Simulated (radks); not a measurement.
Results of a calculation; reference values are marked as such.
Task: Mo XV, 28 electrons, occupied as [Ar] 3d10 (the NIST ground configuration). Code: a radial shooting solver on a logarithmic mesh with Libxc functionals. Model: scalar-relativistic Kohn-Sham, LDA (Slater exchange, Perdew-Wang correlation), spin-unpolarised, spherical densities, finite nucleus; Fermi nuclear charge, rms radius 4.4091 fm. Some entries of the table are withheld. Estimate them.

orbital  occ.  eigenvalue (hartree)  r(max) (bohr)
1s          2             -739.1104            (1)
2s          2             -114.1232         0.1297
2p          6                   (2)         0.1035
3s          2             -28.37546         0.3822
3p          6             -24.82424         0.3749
3d         10             -19.04958         0.3181
4s          0             -11.57388         0.9001
4p          0             -10.38600            (3)
4d          0              -8.53842         0.9947
4f          0                   (4)         0.9718

Result: 
(1) 1s r(max) (bohr): 0.02290
(2) 2p eigenvalue (hartree): -103.3441
(3) 4p r(max) (bohr): 0.9370
(4) 4f eigenvalue (hartree): -6.75361
